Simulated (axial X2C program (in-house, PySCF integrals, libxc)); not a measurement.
Worked dissociation energy of MnSi⁺: PBE0, scalar-relativistic

All values were computed with an axial X2C code built on PySCF integrals. Spin-free means the one-electron spin-free X2C Hamiltonian. Basis: Mn dyall-cv3z [9s10p6d3f2g], Si dyall-v3z [8s7p2d1f] (cores contracted in-house); Gaussian nuclei, density fitting, unrestricted open shells. Masses: Mn 54.938 u, Si 27.977 u.

Molecular state: M_S = 2, Λ = 1 (beyond evenly filled blocks: σα, π+α, π+β, π-α, δ+α, δ-α).

```
E(Mn+) (2M_S = 6, M_L = 0) : -1158.097658 hartree
E(Si) (2M_S = 2, M_L = 0)  : -289.868259 hartree
E(MnSi⁺) at Re             : -1448.031663 hartree
ωe                         : 247.6 cm⁻¹
ωexe                       : 1.44 cm⁻¹
```

**Question.** Work out De and D0.

**Answer.** De = -1158.097658 + (-289.868259) − (-1448.031663) = 0.06575 hartree = 1.789 eV. The zero-point energy is ωe/2 − ωexe/4 = 123 cm⁻¹ = 0.015 eV, so D0 = 1.774 eV.

The state is a single determinant with fixed occupations, the lowest that a limited PBE0 search found. De is counted from the lowest determinant-based energies of the atoms at the same level, without counterpoise correction. PBE0 can misorder states that lie within some tenths of an eV, so this need not be the ground state of the molecule. The nearest other spin-free determinant of the search, M_S = 3, Λ = 1, lies 0.30 eV up at the distance of the search. The functionals have no current-density term, which raises determinants with orbital currents, atoms included. The determinant is spin-polarised beyond a pure state at some levels (its spin-free form has ⟨S²⟩ too high), which makes Re and μ there less reliable.

Each atomic determinant is the lowest at this level and need not be a pure term. Totals compare only within one Hamiltonian and basis.
